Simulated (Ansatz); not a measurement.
The cluster Mg3O2⁺ was relaxed with PBE-D4 (def2-SVP) in Ansatz in these states: charge +1 doublet, charge +1 quartet. The geometries follow in no particular order.

A:

```xyz
5

Mg    0.126   -0.434    1.401
Mg   -2.450    0.378   -1.017
Mg    1.169    0.235   -0.864
O     1.879   -0.290    0.780
O    -0.724    0.112   -0.300
```

B:

Cartesian coordinates in Å:
```
Mg -0.387 -1.505 0.511
Mg 0.529 0.197 -2.487
Mg -0.149 1.423 0.793
O 0.141 -0.189 1.842
O -0.134 0.075 -0.659
```

Judge from the bond lengths which geometry belongs to which state (an estimate).

A is the charge +1 doublet (Mg1–Mg3 2.581 Å, Mg3–O4 1.866 Å, Mg1–O4 1.866 Å); B is the charge +1 quartet (Mg1–Mg3 2.951 Å, Mg3–O4 1.945 Å, Mg1–O4 1.945 Å).

At PBE0-D4/def2-TZVP a doublet lies 2.00 eV below the charge +1 quartet. These are the stationary points nearest to one start from a short search; other shapes may lie lower in each state.
